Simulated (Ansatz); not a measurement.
# Ligand exchange: SiH2(SH)2 + InH2(SH) → SiH(SH)3 + InH3

Species: SiH2(SH)2, singlet; InH2(SH), singlet; SiH(SH)3, singlet; InH3 `[InH3]`, singlet. The partners trade H for SH: Si–H and In–SH bonds give way to Si–SH and In–H.

Shapes, held fixed at every level: PBE0-D4/def2-TZVP. Flexible molecules stand in one conformer, not always the lowest. Programs: Ansatz 0.2.0. The zero-point and thermal change to 298 K, harmonic and unscaled (PBE0-D4/def2-TZVP), is -5.0 kJ/mol.

```
              level                   kind  ΔH(298 K) (kJ/mol)  less CCSD(T)/def2-TZVPP
      HF/def2-TZVPP           Hartree–Fock               +51.2                     +9.5
BHLYP-D4/def2-TZVPP          global hybrid               +40.2                     -1.5
 PBE0-D4/def2-TZVPP          global hybrid               +35.6                     -6.1
   CCSD(T)/def2-SVP  coupled cluster or CI               +45.9                     +4.2
      CCSD/def2-SVP  coupled cluster or CI               +46.7                     +5.0
    CCSD/def2-TZVPP  coupled cluster or CI               +43.0                     +1.3
 CCSD(T)/def2-TZVPP  coupled cluster or CI               +41.7                      0.0
```

The highest level, CCSD(T)/def2-TZVPP, gives ΔH(298 K) = +41.7 kJ/mol; the levels span +35.6 to +51.2. The column of differences is taken from that level and isn't an error. No measured value is set beside it here. For atoms past krypton def2 sets carry core potentials with scalar relativity. Outer-core shells of In are correlated, in sets that cover them unevenly.
